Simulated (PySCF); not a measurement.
H2Se2Zn, SMILES [Zn]([SeH])[SeH]. The structure is a stationary point at PBE-D3(BJ)/def2-SVP. The structure was generated by enumeration; whether it is a known compound was not checked. Other conformers were not sampled.

Computed equilibrium geometry at PBE-D3(BJ)/def2-SVP (PySCF confirms it by a frequency run) as bond lengths and angles (one conformer of several):
Atoms: Zn1 Se2 H3 Se4 H5. Bond lengths (Å): Zn1–Se2 2.299, Zn1–Se4 2.299, Se2–H3 1.488, Se4–H5 1.488. Bond angles (°): Se2–Zn1–Se4 179.5, Zn1–Se2–H3 89.8, Zn1–Se4–H5 89.8.
Charge 0, spin multiplicity 1.
